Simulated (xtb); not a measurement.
Input file for xtb: GFN2-xTB on F2Sn (SMILES [F][Sn][F]), a point of a bond scan (R = 2.922 Å).

```
$ xtb mol.xyz --gfn 2 --sp --chrg 0 --uhf 0
3

Sn     0.02632264    -0.01583816     0.34295287
F      0.96868403     1.95562929    -1.59732330
F     -0.80080048    -1.21048367    -0.95472913
```

The head of its log:

```
[...]
           -------------------------------------------------
          |                Calculation Setup                |
           -------------------------------------------------



molecular fragmentation (1/2 indicates fragments):
121
# atoms in fragment 1/2:     2     1
 fragment masses (1/2) :      137.71       19.00
CMA distance (Bohr)    :   5.600
constraining FC (au)   :  0.0500

           -------------------------------------------------
          |                 G F N 2 - x T B                 |
           -------------------------------------------------

        Reference                      10.1021/acs.jctc.8b01176
      * Hamiltonian:
        H0-scaling (s, p, d)           1.850000    2.230000    2.230000
        zeta-weighting                 0.500000
      * Dispersion:
        s8                             2.700000
        a1                             0.520000
        a2                             5.000000
        s9                             5.000000
      * Repulsion:
        kExp                           1.500000    1.000000
        rExp                           1.000000
      * Coulomb:
        alpha                          2.000000
        third order                    shell-resolved
        anisotropic                    true
        a3                             3.000000
        a5                             4.000000
        cn-shift                       1.200000
        cn-exp                         4.000000
        max-rad                        5.000000


          ...................................................
          :                      SETUP                      :
          :.................................................:
          :  # basis functions                  18          :
          :  # atomic orbitals                  17          :
          :  # shells                            7          :
          :  # electrons                        18          :
          :  max. iterations                   250          :
          :  Hamiltonian                  GFN2-xTB          :
          :  restarted?                      false          :
          :  GBSA solvation                  false          :
          :  PC potential                    false          :
          :  electronic temp.          300.0000000     K    :
          :  accuracy                    1.0000000          :
          :  -> integral cutoff          0.2500000E+02      :
          :  -> integral neglect         0.1000000E-07      :
          :  -> SCF convergence          0.1000000E-05 Eh   :
          :  -> wf. convergence          0.1000000E-03 e    :
          :  Broyden damping             0.4000000          :
          :  net charge                          0          :
          :  unpaired electrons                  0          :
          ...................................................

 iter      E             dE          RMSdq      gap      omega  full diag
   1      3.4484712  0.344847E+01  0.501E+01    0.67       0.0  T
   2    -10.4673275 -0.139158E+02  0.312E+01    1.84       1.0  T
```

Question: Give the final energy of this run.

Answer: -11.6379 hartree.
